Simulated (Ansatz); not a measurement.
Saddle point of GaH$_{2}$Cl$_{3}$, singlet (GaCl₃ ([Cl][Ga]([Cl])[Cl]) + H₂ → GaHCl₂ ([Cl][GaH][Cl]) + HCl (still joined by a long Ga–Cl bond); bonds formed: Ga1–H6, Cl2–H5; bonds broken: H5–H6; bonds weakened to dative contacts: Ga1–Cl2), PBE0-D4/def2-TZVP structure:

```json
{"atom": "Ga1", "x (Å)": "-0.2041", "y (Å)": "0.4365", "z (Å)": "-0.2257"}
{"atom": "Cl2", "x (Å)": "1.4067", "y (Å)": "-1.3541", "z (Å)": "-0.0471"}
{"atom": "Cl3", "x (Å)": "-1.4132", "y (Å)": "0.1563", "z (Å)": "-1.9434"}
{"atom": "Cl4", "x (Å)": "0.7110", "y (Å)": "2.2865", "z (Å)": "0.2557"}
{"atom": "H5", "x (Å)": "0.2013", "y (Å)": "-1.0701", "z (Å)": "0.8422"}
{"atom": "H6", "x (Å)": "-0.7016", "y (Å)": "-0.4550", "z (Å)": "1.1185"}
```

Energies are electronic, without zero-point energy. Barriers and step energies count from the start structure reached by relaxing down the imaginary mode; all methods use the PBE0-D4 structures, on which another method's saddle can fall below an end. Program: Ansatz 0.2.0. Basis: def2-TZVPP, with def2-QZVPP for the basis limit. Cores are frozen in the correlated methods. Filled d shells of the heavier atoms are correlated. The def2 sets are not built for correlating such inner shells, so the correlated values are less sure here. B3LYP uses VWN-RPA correlation. Extrapolation: Hartree–Fock as exp(−7.88 √X), correlation as X^−2.97.

```json
{"method": "SPW92", "barrier (kJ/mol)": "83.5", "step energy (kJ/mol)": "41.4"}
{"method": "PBE-D4", "barrier (kJ/mol)": "113.0", "step energy (kJ/mol)": "57.0"}
{"method": "BLYP-D4", "barrier (kJ/mol)": "129.1", "step energy (kJ/mol)": "60.0"}
{"method": "r2SCAN-D4", "barrier (kJ/mol)": "122.7", "step energy (kJ/mol)": "63.1"}
{"method": "B97M-V", "barrier (kJ/mol)": "127.6", "step energy (kJ/mol)": "55.6"}
{"method": "PBE0-D4", "barrier (kJ/mol)": "125.0", "step energy (kJ/mol)": "59.1"}
{"method": "B3LYP-D4", "barrier (kJ/mol)": "136.7", "step energy (kJ/mol)": "60.8"}
{"method": "r2SCAN0-D4", "barrier (kJ/mol)": "?", "step energy (kJ/mol)": "63.7"}
{"method": "BHLYP-D4", "barrier (kJ/mol)": "151.6", "step energy (kJ/mol)": "63.3"}
{"method": "CAM-B3LYP-D4", "barrier (kJ/mol)": "139.1", "step energy (kJ/mol)": "57.4"}
{"method": "wB97X-V", "barrier (kJ/mol)": "143.4", "step energy (kJ/mol)": "60.7"}
{"method": "wB97M-V", "barrier (kJ/mol)": "141.7", "step energy (kJ/mol)": "58.8"}
{"method": "B2PLYP", "barrier (kJ/mol)": "142.3", "step energy (kJ/mol)": "64.7"}
{"method": "PBE-QIDH", "barrier (kJ/mol)": "?", "step energy (kJ/mol)": "64.2"}
{"method": "RPA on PBE", "barrier (kJ/mol)": "141.1", "step energy (kJ/mol)": "60.1"}
{"method": "HF", "barrier (kJ/mol)": "188.6", "step energy (kJ/mol)": "73.3"}
{"method": "MP2", "barrier (kJ/mol)": "?", "step energy (kJ/mol)": "68.4"}
{"method": "CCSD", "barrier (kJ/mol)": "150.5", "step energy (kJ/mol)": "62.6"}
{"method": "CCSD(T)", "barrier (kJ/mol)": "143.7", "step energy (kJ/mol)": "63.3"}
```

Q: Fill in the withheld barriers. (An estimate is asked for; the value comes from the calculation.)

A: Computed: r2SCAN0-D4 131.8; PBE-QIDH 137.5; MP2 144.7 kJ/mol. Each is the energy of the saddle less that of the start structure, by the same method.

For comparison, the barrier by CCSD(T) at an estimated basis limit (MP2 extrapolated from triple and quadruple zeta, plus CCSD(T) − MP2 in triple zeta) is 143.0 kJ/mol.

The T1 diagnostic stays at or below 0.012.

Labels in which every atom is bracketed show which atoms are joined, not bond orders.

For scale, one of the runs: CCSD(T)/def2-TZVPP, 202 basis functions, launched by `ansatz run in.yaml --threads 4 --pin off --events-out ev --progress --plain --max-ram 9574MiB`. Time: 68 s of wall clock on 4 CPU threads of an Arm Neoverse V1; the host was shared. Peak host memory: 2.3 GiB.
